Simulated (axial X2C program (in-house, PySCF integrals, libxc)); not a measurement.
Potential curves of AgB, with spin–orbit coupling

Calculated with an in-house relativistic program for diatomic molecules. Two-component (2c) means X2C with spin–orbit coupling and atomic mean-field two-electron Coulomb and Gaunt terms. Basis: Ag dyall-cv3z [12s12p8d5f3g], B dyall-v3z [7s6p2d1f] (cores contracted in-house); Gaussian nuclei, density fitting, unrestricted open shells. Masses: Ag 106.905 u, B 11.009 u.

State: Ω = 0 (closed shell). Energies in eV from the fragments at the same level (Ag + B). Fits are polynomials in 1 − R0/R over 0.85 to 1.23 times the lowest point R0.

```csv
R (Å),MP2,HF
1.8183,-1.6157,0.9645
1.9019,-1.7646,0.5802
1.9646,-1.8114,0.3696
2.0273,-1.8183,0.2130
2.0900,-1.7953,0.1011
2.1631,-1.7405,0.0168
2.2363,-1.6637,-0.0273
2.3303,-1.5427,-0.0378
2.4453,-1.3729,0.0019
2.6125,-1.1048,0.1284
```

Correlated methods: 14 electrons correlated (number of frozen shells: Ag 4 s, 3 p, 1 d; B 1 s), 256 virtual spin orbitals or spinors in MP2.

One determinant describes the state; a PBE0 search over occupations chose it and may have missed a lower one. The closed shell is kept restricted, so the energy runs too high when the bond is stretched far. Dissociation energies refer to the lowest single-determinant-based atoms at the same level and basis. MP2 and coupled cluster on one determinant become unreliable at the stretched end.

(1) Fit the MP2 curve near its minimum: give the equilibrium distance, the harmonic wavenumber and the well depth.

(2) What are Re, ωe and De at the HF level?

Results:

(1) At MP2, 2c: Re = 2.008 Å, ωe ≈ 474 cm⁻¹, De = 1.82 eV to Ag + B; Be follows as 0.419 cm⁻¹.

(2) At HF, 2c: Re = 2.305 Å, ωe ≈ 362 cm⁻¹, De = 0.04 eV to Ag + B; Be follows as 0.318 cm⁻¹.
